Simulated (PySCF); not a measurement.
A structure optimised at TPSSh-D3(BJ)/def2-SVP, used in a PySCF frequency run:

```
Si
F 1 1.6167
H 1 1.4709 2 108.83
Br 1 2.2037 3 110.35 2 -118.71
Br 1 2.2037 3 110.35 2 118.71
```
Charge 0, spin multiplicity 1.

Task: Write its SMILES, formula and point group.

Result: F[SiH](Br)Br, Br2FHSi, Cs

Task: What are its rotational constants (standard atomic weights)?

Result: 3.6104, 0.93947, 0.77543 GHz
